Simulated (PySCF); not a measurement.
Si(H)(F)(Cl)(OMe) (CH4ClFOSi), SMILES CO[SiH](F)Cl.

Geometry optimised at B3LYP-D3(BJ)/def2-SVP. The values are those of a single conformer.

All values below come from PySCF with B3LYP-D3(BJ)/def2-SVP.

Frequencies are harmonic and unscaled.

Computed harmonic wavenumbers and intensities:
```csv
mode,ν (cm⁻¹),IR (km/mol),moving atoms (share of kinetic energy)
1,38,3.7,"O 32 %, H 24 %, C 23 %, F 12 %"
2,83,0.1,H 95 %
3,131,2.8,"C 29 %, H 20 %, Cl 15 %, Si 13 %, F 12 %, O 11 %"
4,218,8.5,"F 41 %, Cl 22 %, O 14 %, C 11 %, Si 9 %"
5,294,5.9,"Cl 32 %, O 25 %, F 14 %, C 12 %, H 9 %"
6,365,37.5,"O 34 %, Si 32 %, F 29 %"
7,573,82.0,"Si 46 %, Cl 38 %, H 8 %"
8,776,25.1,"O 30 %, H 30 %, Si 20 %, C 15 %"
9,840,51.5,"H 78 %, F 14 %"
10,851,230.5,"H 61 %, Si 24 %, F 10 %"
11,936,217.1,"Si 45 %, F 32 %, H 18 %"
12,1151,241.8,"O 38 %, C 30 %, H 29 %"
13,1174,1.3,"H 77 %, C 18 %"
14,1213,156.6,"H 48 %, O 28 %, C 22 %"
15,1474,8.2,H 95 %
16,1477,1.9,H 93 %
17,1479,6.5,H 92 %
18,2304,103.6,H 97 %
19,3005,58.0,H 97 %
20,3082,32.0,"H 90 %, C 10 %"
21,3126,20.5,"H 90 %, C 10 %"
```
